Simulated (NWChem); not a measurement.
Molecule: SiN₂H₅Br; SMILES N[SiH](N)Br

```xyz
9

Si     0.0196    -0.9222     0.3831
N     -1.4751    -1.4741    -0.2444
N      1.2651    -1.8352    -0.3534
Br    -0.0105     1.2921    -0.0510
H      0.2763    -0.9976     1.8480
H     -2.2890    -0.8719    -0.2518
H     -1.7169    -2.4577    -0.2040
H      1.3023    -1.9168    -1.3640
H      2.1925    -1.8476     0.0560
```
Atoms are numbered in this order, from 1.

Structure relaxed at the PBE0/def2-SVP level.

Spin-orbit effects, on the heavy nuclei and on their neighbours, are missing.

**Question.** Give the principal values of the shielding tensors (ppm) of Si1, N2, N3, Br4 from PBE/pcSseg-1, GIAO (NWChem), with their diamagnetic and paramagnetic parts as GIAO splits them.

**Answer.** 
```
atom     σ11     σ22     σ33  isotropic  diamagnetic  paramagnetic
----  ------  ------  ------  ---------  -----------  ------------
Si1    301.3   351.4   408.7      353.8        881.4        -527.6
N2     181.9   238.6   263.4      228.0        317.7         -89.7
N3     195.7   209.8   246.6      217.4        318.0        -100.6
Br4   2166.5  2251.4  2884.5     2434.1       3125.8        -691.7
```
